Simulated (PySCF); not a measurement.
A PySCF script (with the pyscf-properties extension) for the NMR shieldings of `C1(SC)=C(C(OC)=O)N=NS1`, C₅H₆N₂O₂S₂, on a GFN2-xTB geometry:

```python
import basis_set_exchange as bse
import numpy as np
from pyscf import gto, dft
from pyscf.prop import nmr

atoms = """
C     2.808096    0.850776   -0.663938
O     1.831188   -0.175301   -0.747494
C     0.740854   -0.008535   -0.005791
O     0.536204    0.963933    0.685369
C    -0.145384   -1.181733   -0.098982
N     0.399368   -2.365164   -0.438982
N    -0.350987   -3.357305   -0.381637
S    -1.907480   -2.978826    0.081699
C    -1.497507   -1.304820    0.237505
S    -2.754789   -0.218766    0.709455
C    -2.263025    1.390429    0.034181
H     3.024406    1.084879    0.380283
H     2.450694    1.755804   -1.160708
H     3.693010    0.467427   -1.164474
H    -3.084887    2.059660    0.267982
H    -2.141949    1.301777   -1.041157
H    -1.344809    1.727795    0.505121
"""
names = dict.fromkeys(["C", "O", "N", "S", "H"], "pcSseg-1")
basis = {el: gto.basis.parse(bse.get_basis(n, elements=[el], fmt="nwchem")) for el, n in names.items()}
mol = gto.M(atom=atoms, basis=basis, charge=0, verbose=0)
mf = dft.RKS(mol, xc="PBE0")
mf.grids.level = 2
mf.grids.alignment = dft.numint.BLKSIZE   # the property module wants whole blocks of grid points
mf.conv_tol = 1e-9
mf.kernel()

calc = nmr.RKS(mf)   # GIAO
C = mf.mo_coeff
Co = C[:, mf.mo_occ > 0]
resp = mf.gen_response(singlet=True, hermi=2)
def vind(x):   # induced exchange potential for any number of trial vectors
    d = np.einsum("pi,xij,qj->xpq", C, 2 * x.reshape(-1, C.shape[1], Co.shape[1]), Co, optimize=True)
    return np.einsum("xpq,pi,qj->xij", resp(d - d.transpose(0, 2, 1)), C, Co, optimize=True).ravel()
mo1, _ = nmr.rhf.solve_mo1(calc, with_cphf=vind)
sigma = calc.kernel(mo1)
for i, s in enumerate(sigma):   # ppm
    w = np.linalg.eigvalsh((s + s.T) / 2)
    print("%2d %-2s iso %8.1f  s11 %8.1f  s22 %8.1f  s33 %8.1f" % (i, mol.atom_pure_symbol(i), w.mean(), *w))
```

**Question.** What are the results?

**Answer.** 
```
 0 C  iso    132.5  s11    102.4  s22    117.9  s33    177.4
 1 O  iso    135.6  s11    -55.3  s22    227.1  s33    234.9
 2 C  iso     17.2  s11    -75.3  s22     53.1  s33     73.9
 3 O  iso    -99.7  s11   -383.2  s22   -220.2  s33    304.4
 4 C  iso     38.6  s11    -13.6  s22     43.1  s33     86.2
 5 N  iso   -221.2  s11   -621.4  s22   -183.1  s33    140.8
 6 N  iso   -173.4  s11   -486.0  s22   -155.6  s33    121.4
 7 S  iso    -70.4  s11   -471.5  s22     88.6  s33    171.8
 8 C  iso      4.6  s11    -78.5  s22    -26.4  s33    118.8
 9 S  iso    495.9  s11    305.2  s22    506.2  s33    676.2
10 C  iso    163.3  s11    148.4  s22    157.0  s33    184.6
11 H  iso     27.1  s11     23.7  s22     25.1  s33     32.6
12 H  iso     27.7  s11     23.5  s22     25.8  s33     33.7
13 H  iso     27.5  s11     23.3  s22     26.2  s33     33.1
14 H  iso     29.5  s11     24.2  s22     26.8  s33     37.5
15 H  iso     29.8  s11     26.0  s22     26.8  s33     36.5
16 H  iso     26.8  s11     20.0  s22     26.2  s33     34.1
```

These numbers come from an equivalent density-fitted implementation of the same equations, which agrees with the script to about 0.01 ppm for H and up to a few tenths of a ppm for heavy atoms, so last digits may differ.

Size and cost of the density-fitted run: 231 basis functions, 41 s wall time on 1 thread of an Intel Xeon 6975P-C, shared host; peak memory 1.1 GiB.
